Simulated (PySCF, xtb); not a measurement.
C₅H₇O, SMILES O=C1[CH]CCC1, multiplicity 2. The values are those of a single conformer.

Harmonic wavenumbers (cm⁻¹) from GFN2-xTB (xtb 6.7.1) at its own minimum, in rising order: 126, 183, 454, 462, 582, 608, 650, 799, 849, 899, 950, 971, 1021, 1065, 1095, 1159, 1167, 1186, 1260, 1276, 1307, 1331, 1424, 1448, 1491, 1635, 2873, 2954, 2969, 2993, 3014, 3020, 3129.

What does PySCF with r2SCAN-D4/def2-SVP give at its own minimum? (An estimate is asked for; the answer gives what the named calculation found.)

152, 201, 456, 472, 594, 620, 680, 797, 849, 867, 907, 964, 976, 1032, 1095, 1180, 1196, 1208, 1279, 1300, 1334, 1343, 1414, 1427, 1469, 1686, 2962, 3032, 3053, 3067, 3118, 3125, 3212. Paired by order, the mean absolute difference is 35 cm⁻¹ and the zero-point energies are 66.3 and 67.3 kcal/mol.
